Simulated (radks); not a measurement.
Coulomb parameter of the 5d shell of the osmium ion Os3+ in the model configuration [Xe] 4f14 5d4 6s1, as a second difference U = [E(n + 0.5) + E(n - 0.5) - 2 E(n)] / (0.5)^2 with all orbitals relaxed. "Bare": the charge of the atom changes with n. "Screened": the 6s shell takes up the change at fixed total charge, which measures U(5d,5d) + U(6s,6s) - 2 U(5d,6s). Calculated with a radial shooting solver on a logarithmic mesh with Libxc functionals: scalar-relativistic Kohn-Sham, PBE, spin-unpolarised, spherical densities, finite nucleus; Fermi nuclear charge, rms radius 5.4126 fm.

case,configuration,E - E(n) (eV)
start,[Xe] 4f14 5d4 6s1,0.000
bare +0.5,[Xe] 4f14 5d4.5 6s1,-17.206
bare -0.5,[Xe] 4f14 5d3.5 6s1,20.434
screened +0.5,[Xe] 4f14 5d4.5 6s0.5,-2.709
screened -0.5,[Xe] 4f14 5d3.5 6s1.5,3.002

U(bare) = 12.912 eV, U(screened by 6s) = 1.171 eV, against the Slater integral F0(5d,5d) = 15.629 eV with frozen orbitals.
